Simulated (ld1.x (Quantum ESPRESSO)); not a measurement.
## Varying the TM potential for neon (Ne)

Base potential:

Ne, norm-conserving Troullier–Martins (Kleinman–Bylander form), made with ld1.x (Quantum ESPRESSO) 7.5 (LDA (PZ), scalar-relativistic). Core [He], reference 2s2 2p6. Waves: 2s (bound): rc 0.65 bohr; 2p (bound): rc 0.80 bohr. Local part: all-electron potential smoothed inside 0.70 bohr (lloc = -1). Core correction: none.

Cutoffs, loose and tight: the cutoffs (Ry, on a coarse ladder) from which the occupation-weighted sum of valence levels, in a spherical-Bessel basis at the reference potential, stays within 10 and 1 mRy of its value at 400 Ry. They do not see the model core or the augmentation charge, which bear on the density cutoff. Test errors are all-electron minus pseudo excitation energies from the reference, over the configurations 2s2 2p5; 2s2 2p4; 2s2 2p3; 2s1 2p6; 2s2 2p2; 2s2 2p5.5 (two spin-polarised tests are not counted in the largest error). A dash means not determined; rows that change the core or the reference have their own tests.

| change | outcome | cutoff, loose | cutoff, tight | bound ghosts | largest test error (meV) |
| --- | --- | --- | --- | --- | --- |
| base | generated | 230 Ry | over 300 Ry | none | +351 |
| all radii scaled by about 0.77 (s 0.50, p 0.62 bohr); local potential all-electron potential smoothed inside 0.54 bohr (lloc = -1) | generated | 300 Ry | over 300 Ry | none | +230 |
| all radii scaled by about 0.84 (s 0.54, p 0.68 bohr); local potential all-electron potential smoothed inside 0.58 bohr (lloc = -1) | generated | 260 Ry | over 300 Ry | none | +251 |
| all radii scaled by about 0.92 (s 0.60, p 0.74 bohr); local potential all-electron potential smoothed inside 0.64 bohr (lloc = -1) | generated | 230 Ry | over 300 Ry | none | +287 |
| all radii scaled by about 1.10 (s 0.72, p 0.88 bohr); local potential all-electron potential smoothed inside 0.78 bohr (lloc = -1) | generated | 200 Ry | 300 Ry | none | +501 |
| all radii scaled by about 1.20 (s 0.78, p 0.96 bohr); local potential all-electron potential smoothed inside 0.84 bohr (lloc = -1) | generated | 180 Ry | 260 Ry | none | +670 |
| all radii scaled by about 1.28 (s 0.84, p 1.02 bohr); local potential all-electron potential smoothed inside 0.90 bohr (lloc = -1) | generated | 160 Ry | 230 Ry | none | +908 |
| all radii scaled by about 1.38 (s 0.90, p 1.10 bohr); local potential all-electron potential smoothed inside 0.96 bohr (lloc = -1) | generated | 120 Ry | 230 Ry | none | +1243 |

Reading the sweep of the scale of all radii (base = 1) (base included, trends over the rows without a ghost): The loose cutoff falls from 300 Ry at 0.77 to 120 Ry at 1.38. A larger radius leaves more room for a smooth pseudo-wave, so fewer plane waves are needed; a smaller one forces it to follow the all-electron wave where it bends sharply. The median size of the test errors (rows with all tests solved) rises from 11.3 meV at 0.77 to 48.2 meV at 1.38, with one reversal. More of the atom is replaced by a form fitted at one configuration, so other configurations suffer as the radius grows.
